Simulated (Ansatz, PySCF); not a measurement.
Complex: NH3 (SMILES N) (first 4 atoms) with CH4O (SMILES CO); geometry from B3LYP-D3(BJ)/def2-TZVP.
(charge 0, multiplicity 1):
```csv
atom,x (Å),y (Å),z (Å)
N,0.0224,-0.1236,0.0761
H,-0.3449,-0.9589,-0.3657
H,-0.3594,0.6772,-0.4145
H,1.0265,-0.1189,-0.0626
C,0.3185,0.0143,3.6751
O,-0.8332,-0.0552,2.8639
H,0.9751,-0.8574,3.5490
H,-0.0073,0.0398,4.7159
H,0.9125,0.9188,3.4858
H,-0.5492,-0.0777,1.9298
```

Counterpoise-corrected where a basis set is named; no monomer relaxation. Rows marked so take none.

Correlated levels freeze the cores. Rows in 6-31G* carry no dispersion term and start afresh at each structure (6-31G* with six Cartesian d functions).

Run with Ansatz (an electronic-structure program) with Gaussian orbitals; PySCF for 6-31G* rows, the dispersion terms. Each number belongs to the level named beside it.

### Question
One of these levels gives -9.13 kcal/mol for the interaction energy. Which?
A. B3LYP/6-31G*
B. BLYP-D3(BJ)/def2-TZVPPD
C. BP86/6-31G* (no counterpoise)
D. MP2/aug-cc-pVDZ

### Answer
C, BP86/6-31G* (no counterpoise). The others give -7.00 (BLYP-D3(BJ)/def2-TZVPPD), -7.81 (B3LYP/6-31G*), -6.17 (MP2/aug-cc-pVDZ)
